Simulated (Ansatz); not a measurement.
Harmonic frequencies (cm⁻¹) at PBE0-D4/def2-TZVP from Ansatz: 87, 108, 167, 229, 249, 450, 618, 620, 735, 736, 2131, 3456.

**Question.** Which molecule is it?
A. `C#[C][Sn]([F])[F]`•
B. `[CH3][Ga][Cl]`•
C. `C#[C][Ge]([F])[F]`•
D. `CB([O])F`•

**Answer.** A.
